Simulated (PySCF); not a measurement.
Sb(Cl)2(OMe) (CH3Cl2OSb), SMILES [O](C)[Sb]([Cl])[Cl].

Coordinates come from a B3LYP-D3(BJ)/def2-SVP optimisation. The def2 effective core potentials stand for the cores of Sb; spin–orbit coupling is left out. Other conformers were not sampled.

The numbers are results of PySCF 2.14.0 with TDDFT-PBE/def2-SVPD, not measurements.

Vertical excitations. The molecule is in vacuum. State labels are in the subgroup Cs.

```json
[
 {"state": "S1", "symmetry": "A\"", "energy (eV)": "4.32", "λ (nm)": "287", "f": "0.000", "main pairs": "HOMO→LUMO 100 %"},
 {"state": "S2", "symmetry": "A'", "energy (eV)": "4.73", "λ (nm)": "262", "f": "0.014", "main pairs": "HOMO→LUMO+1 85 %"},
 {"state": "S3", "symmetry": "A'", "energy (eV)": "4.85", "λ (nm)": "256", "f": "0.013", "main pairs": "HOMO−1→LUMO 82 %"},
 {"state": "S4", "symmetry": "A\"", "energy (eV)": "4.98", "λ (nm)": "249", "f": "0.007", "main pairs": "HOMO−1→LUMO+1 81 %, HOMO−3→LUMO+1 13 %"},
 {"state": "S5", "symmetry": "A\"", "energy (eV)": "5.12", "λ (nm)": "242", "f": "0.004", "main pairs": "HOMO−2→LUMO 72 %, HOMO−4→LUMO 19 %"},
 {"state": "S6", "symmetry": "A'", "energy (eV)": "5.17", "λ (nm)": "240", "f": "0.002", "main pairs": "HOMO−2→LUMO+1 62 %, HOMO−3→LUMO 33 %"},
 {"state": "S7", "symmetry": "A\"", "energy (eV)": "5.21", "λ (nm)": "238", "f": "0.002", "main pairs": "HOMO−4→LUMO 68 %, HOMO−3→LUMO+1 19 %"},
 {"state": "S8", "symmetry": "A'", "energy (eV)": "5.26", "λ (nm)": "236", "f": "0.021", "main pairs": "HOMO−3→LUMO 47 %, HOMO−2→LUMO+1 34 %"},
 {"state": "S9", "symmetry": "A\"", "energy (eV)": "5.28", "λ (nm)": "235", "f": "0.000", "main pairs": "HOMO→LUMO+2 94 %"},
 {"state": "S10", "symmetry": "A'", "energy (eV)": "5.35", "λ (nm)": "232", "f": "0.005", "main pairs": "HOMO−4→LUMO+1 90 %"},
 {"state": "T1", "symmetry": "A\"", "energy (eV)": "4.23", "λ (nm)": "293", "f": "0", "main pairs": "HOMO→LUMO 100 %"},
 {"state": "T2", "symmetry": "A'", "energy (eV)": "4.28", "λ (nm)": "290", "f": "0", "main pairs": "HOMO→LUMO+1 99 %"},
 {"state": "T3", "symmetry": "A'", "energy (eV)": "4.38", "λ (nm)": "283", "f": "0", "main pairs": "HOMO−1→LUMO 92 %"},
 {"state": "T4", "symmetry": "A\"", "energy (eV)": "4.52", "λ (nm)": "274", "f": "0", "main pairs": "HOMO−1→LUMO+1 90 %"}
]
```
Triplets are in the Tamm–Dancoff approximation, which puts them higher than full response would, so one can lie above its singlet here.
